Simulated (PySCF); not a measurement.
Sn(H)(F)2(OMe) (CH4F2OSn), SMILES [O]([SnH]([F])[F])C.

The structure is a stationary point at B3LYP-D3(BJ)/def2-SVP. The def2 effective core potentials stand for the cores of Sn; spin–orbit coupling is left out. The values are those of a single conformer.

These are B3LYP-D3(BJ)/def2-SVP (PySCF 2.14.0) values and carry that method's errors.

Frequencies are harmonic and unscaled.

```json
[
 {"mode": "1", "ν (cm⁻¹)": "37", "IR (km/mol)": "3.3", "moving atoms (share of kinetic energy)": "F 44 %, C 29 %, H 20 %"},
 {"mode": "2", "ν (cm⁻¹)": "106", "IR (km/mol)": "1.1", "moving atoms (share of kinetic energy)": "H 93 %"},
 {"mode": "3", "ν (cm⁻¹)": "116", "IR (km/mol)": "18.2", "moving atoms (share of kinetic energy)": "F 48 %, C 29 %, H 16 %"},
 {"mode": "4", "ν (cm⁻¹)": "177", "IR (km/mol)": "14.2", "moving atoms (share of kinetic energy)": "F 87 %, Sn 11 %"},
 {"mode": "5", "ν (cm⁻¹)": "188", "IR (km/mol)": "19.9", "moving atoms (share of kinetic energy)": "O 59 %, F 25 %, H 9 %"},
 {"mode": "6", "ν (cm⁻¹)": "268", "IR (km/mol)": "33.3", "moving atoms (share of kinetic energy)": "O 31 %, Sn 22 %, C 22 %, H 13 %, F 13 %"},
 {"mode": "7", "ν (cm⁻¹)": "528", "IR (km/mol)": "56.3", "moving atoms (share of kinetic energy)": "H 90 %"},
 {"mode": "8", "ν (cm⁻¹)": "542", "IR (km/mol)": "55.5", "moving atoms (share of kinetic energy)": "H 96 %"},
 {"mode": "9", "ν (cm⁻¹)": "576", "IR (km/mol)": "54.5", "moving atoms (share of kinetic energy)": "O 65 %, Sn 13 %, H 11 %, C 9 %"},
 {"mode": "10", "ν (cm⁻¹)": "636", "IR (km/mol)": "48.7", "moving atoms (share of kinetic energy)": "F 86 %, Sn 12 %"},
 {"mode": "11", "ν (cm⁻¹)": "643", "IR (km/mol)": "60.6", "moving atoms (share of kinetic energy)": "F 84 %, Sn 16 %"},
 {"mode": "12", "ν (cm⁻¹)": "1090", "IR (km/mol)": "206.5", "moving atoms (share of kinetic energy)": "O 52 %, C 44 %"},
 {"mode": "13", "ν (cm⁻¹)": "1167", "IR (km/mol)": "0.3", "moving atoms (share of kinetic energy)": "H 78 %, C 18 %"},
 {"mode": "14", "ν (cm⁻¹)": "1184", "IR (km/mol)": "0.2", "moving atoms (share of kinetic energy)": "H 75 %, C 19 %"},
 {"mode": "15", "ν (cm⁻¹)": "1466", "IR (km/mol)": "16.6", "moving atoms (share of kinetic energy)": "H 89 %, C 10 %"},
 {"mode": "16", "ν (cm⁻¹)": "1467", "IR (km/mol)": "3.9", "moving atoms (share of kinetic energy)": "H 96 %"},
 {"mode": "17", "ν (cm⁻¹)": "1480", "IR (km/mol)": "12.6", "moving atoms (share of kinetic energy)": "H 95 %"},
 {"mode": "18", "ν (cm⁻¹)": "1987", "IR (km/mol)": "58.5", "moving atoms (share of kinetic energy)": "H 99 %"},
 {"mode": "19", "ν (cm⁻¹)": "2993", "IR (km/mol)": "66.1", "moving atoms (share of kinetic energy)": "H 97 %"},
 {"mode": "20", "ν (cm⁻¹)": "3068", "IR (km/mol)": "32.8", "moving atoms (share of kinetic energy)": "H 90 %, C 10 %"},
 {"mode": "21", "ν (cm⁻¹)": "3099", "IR (km/mol)": "21.7", "moving atoms (share of kinetic energy)": "H 90 %, C 10 %"}
]
```
